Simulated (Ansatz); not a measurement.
Stepwise reaction of `BS` with ammonia, as a gas-phase model of exchange steps in deposition or etching. ΔE in kJ/mol; ΔG adds harmonic PBE0-D4 terms to CCSD(T)/CBS, at 1 bar.

Calculated with Ansatz (gas phase, PBE0-D4/def2-TZVP geometries, no zero-point term in ΔE). CBS: MP2 limit from def2 TZ/QZ plus the TZ coupled-cluster correction, frozen cores. This one scheme is used for every species. Functionals use def2-TZVPP. B3LYP here is the variant with VWN-RPA as its local correlation; programs differ in this. One conformer a species, not always the lowest.

| step | reaction | PBE-D4 | B3LYP-D4 | ωB97M-V | CCSD(T)/CBS | ΔG(400 K) |
| --- | --- | --- | --- | --- | --- | --- |
| 2 | `NBS` + NH₃ → `NB(N)S` + H₂ | -51.4 | -53.3 | -53.5 | -51.8 | -58.6 |

Problem. Give the row of step 1, `BS` + NH₃ → `NBS` + H₂. (An estimate is asked.)

Solution. The calculation gave: 
```json
{"step": "1", "reaction": "`BS` + NH₃ → `NBS` + H₂", "PBE-D4": "-95.6", "B3LYP-D4": "-93.8", "ωB97M-V": "-93.4", "CCSD(T)/CBS": "-90.0", "ΔG(400 K)": "-89.2"}
```

Problem. By hand: ΔE of the 2 steps together at CCSD(T)/CBS.

Solution. (-90.0) + (-51.8) = -141.8 kJ/mol, or -70.9 kJ/mol a step.

In ΔE each step is higher than the one before. All are downhill at CCSD(T)/CBS. ΔG lies between -89.2 and -58.6 kJ/mol a step. PBE-D4 differs from CCSD(T)/CBS by -5.6 to 0.4 kJ/mol a step. Isolated molecules leave out the surface, adducts and barriers. Largest T1 diagnostic: 0.015.
